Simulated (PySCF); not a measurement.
C2H5FOSi2, SMILES FC1=CO[SiH2][SiH2]1. Heavy atoms are numbered as in [F:1][C:2]1=[CH:3][O:4][SiH2:5][SiH2:6]1. Hydrogens are named by the atom that carries them.

Geometry: PBE0-D3(BJ)/def2-SVP. The structure was generated by enumeration, and PubChem lists no compound with its InChIKey, so it may never have been made.

Level of theory: PBE/pcSseg-1 in PySCF.

GIAO shieldings, no solvent; atoms alike by connectivity are averaged. δ = σ(ref) − σ: ¹⁹F against CFCl3 (σ = 133.6 ppm); ¹³C against TMS (σ = 182.0 ppm); ¹⁷O against H2O (σ = 334.3 ppm); ²⁹Si against TMS (σ = 335.4 ppm); ¹H against TMS (σ = 31.49 ppm), references at their B3LYP-D3(BJ)/def2-TZVP geometries, non-relativistic.

Q: Estimate the chemical shifts. (The exact figures need the calculation; the answer reports its results.)

A: 
```
nucleus       atoms  count  δ (ppm)
-------  ----------  -----  -------
¹⁹F              F1      1   -209.2
¹³C              C2      1    159.8
¹³C         C3 (CH)      1    158.3
¹⁷O              O4      1     82.7
²⁹Si     Si5 (SiH2)      1      0.8
²⁹Si     Si6 (SiH2)      1    -98.6
¹H          H on C3      1     7.49
¹H         H on Si5      2     5.79
¹H         H on Si6      2     4.76
```
